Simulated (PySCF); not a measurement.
hexafluorophosphate (F6P), SMILES F[P-](F)(F)(F)(F)F, charge -1. Atoms are numbered in the order given.

```xyz
7

F      0.0000    -1.6500     0.0000
P      0.0000     0.0000     0.0000
F      1.6500     0.0000     0.0000
F     -1.6500     0.0000     0.0000
F      0.0000     0.0000     1.6500
F      0.0000     1.6500     0.0000
F      0.0000     0.0000    -1.6500
```
Charge -1, spin multiplicity 1.

Coordinates come from a TPSSh-D3(BJ)/def2-SVPD optimisation.

Computed with PBE/def2-SVPD (PySCF).

Symmetry labels are those of the subgroup D2h that the program uses (full group Oh).

Computed valence orbital energies around the gap with their symmetry:
```tsv
orbital	symmetry	energy (eV)
HOMO−7	B2u	-4.66
HOMO−6	B3u	-4.66
HOMO−5	B1u	-4.50
HOMO−4	B2u	-4.50
HOMO−3	B3u	-4.50
HOMO−2	B1g	-3.62
HOMO−1	B2g	-3.62
HOMO	B3g	-3.62
LUMO	Ag	3.96
LUMO+1	B1u	5.60
LUMO+2	B2u	5.60
LUMO+3	B3u	5.60
```
